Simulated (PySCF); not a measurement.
Members of one family of related compounds. Computed, not measured: TDDFT CAM-B3LYP/def2-SVPD, vertical, gas phase, core orbitals frozen in the response in PySCF 2.14.0, density-fitted response routines. Geometries: PBE0-D3(BJ)/def2-SVP; one conformer of each isolated species. Triplets are in the Tamm–Dancoff approximation. Relativistic effects are left out although some hold elements past zinc.

Question: Rank by computed HOMO energy, lowest first.
A. `CC[SiH2][GeH2][GeH3]`
B. `O=CO[SiH2][GeH2][GeH3]`
C. `c1cc(oc1)[SiH2][GeH2][GeH3]`
D. `[SiH2]([GeH2][GeH3])S[SiH3]`

Answer: B (-9.14 eV), A (-8.81 eV), D (-8.48 eV), C (-7.94 eV).

```csv
SMILES,HOMO (eV),LUMO (eV),f (S1),first f ≥ 0.01 (nm),S1 (eV),S1 mainly
O=CO[SiH2][GeH2][GeH3],-9.14,0.46,0.002,188,5.81,H-2→L+1 (47%)
CC[SiH2][GeH2][GeH3],-8.81,0.56,0.221,187,6.65,H→L (82%)
[SiH3]S[SiH2][GeH2][GeH3],-8.48,0.24,0.013,221,5.62,H→L (83%)
[GeH3][GeH2][SiH2]c1ccco1,-7.94,0.44,0.575,219,5.67,H→L (86%)
```

H and L stand for HOMO and LUMO.
